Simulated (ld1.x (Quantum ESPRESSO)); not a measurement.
**bismuth (Bi) RRKJ: all-electron and pseudo phase curves**

- Element: bismuth (Bi)
- Generator: ld1.x (Quantum ESPRESSO) 7.5
- Type: norm-conserving RRKJ (Kleinman–Bylander form)
- Functional: PBE
- Relativity: fully relativistic
- Frozen core: [Xe] 4f14
- Valence charge: 15
- Reference configuration: 5d10 6s2 6p1 (charge +2)
- Partial waves: 6s (bound): rc 1.95 bohr; 6p (bound): rc 1.95 bohr; 5d (bound): rc 2.00 bohr
- Local potential: the d channel
- Core correction: none
- rho0: 0.02

Open shells are filled in proportion to 2j + 1 (rel_dist='average').

The phase is arctan(r·u′/u) with u = r·R(r), unwrapped; energies in Ry, scanned from -5 to 5 Ry. A pole is an energy at which the radial function vanishes at the test radius. The pseudo phase is shifted by a multiple of π to meet the all-electron one at the reference energy, and phase errors are pseudo minus all-electron; the curves can meet again beyond the range given. Levels narrower than the energy grid can be missing from the lists of poles.

| channel | radius (bohr) | reference energy (Ry) | poles, all-electron | poles, pseudo | unbroken range about the reference energy with phases within 0.05 rad | phase error 1 Ry above the reference energy (rad) |
| --- | --- | --- | --- | --- | --- | --- |
| s | 2.20 | -2.25 | 0.39 | 0.33 | below 3.4 | -0.001 |
| p1/2 | 2.20 | -1.56 | 2.02 | -1.75, 2.16 | above -1.7 | +0.018 |
| p3/2 | 2.20 | -1.36 | 3.18 | -2.73, 3.28 | above -2.3 | +0.023 |
| d3/2 | 2.20 | -3.40 | -3.08 | -2.91 | not even at the reference energy | +0.030 |
| d5/2 | 2.20 | -3.18 | -2.81 | -2.91 | not even at the reference energy | -0.017 |

Note: ghost states, extra bound levels that the all-electron valence spectrum of the same l lacks: s at -113.6 eV, p3/2 at -37.7 eV, p1/2 at -23.9 eV. A true bound ghost makes a file unfit for plane-wave use. The potential misses its own reference levels by up to 1.8 eV, so it is not fit for use.

Phases in the p3/2 channel:

```csv
E (Ry),all-electron,pseudo
-5.00,1.310,4.426
-4.74,1.297,4.412
-4.48,1.282,4.395
-4.22,1.266,4.375
-3.96,1.247,4.351
-3.70,1.225,4.321
-3.44,1.198,4.281
-3.18,1.166,4.218
-2.92,1.127,4.028
-2.66,1.077,1.286
-2.40,1.012,1.072
-2.14,0.925,0.952
-1.88,0.803,0.815
-1.62,0.626,0.630
-1.36,0.369,0.369
-1.10,0.023,0.027
-0.84,-0.360,-0.346
-0.58,-0.684,-0.663
-0.32,-0.917,-0.894
-0.06,-1.076,-1.054
0.20,-1.188,-1.168
0.46,-1.269,-1.250
0.72,-1.330,-1.313
0.98,-1.377,-1.362
1.24,-1.415,-1.401
1.50,-1.447,-1.434
1.76,-1.473,-1.462
2.02,-1.496,-1.485
2.28,-1.516,-1.506
2.54,-1.534,-1.525
2.80,-1.550,-1.542
3.06,-1.565,-1.558
3.32,-1.578,-1.573
3.58,-1.591,-1.587
3.84,-1.604,-1.601
4.10,-1.616,-1.615
4.36,-1.627,-1.629
4.62,-1.639,-1.643
4.88,-1.651,-1.658
```
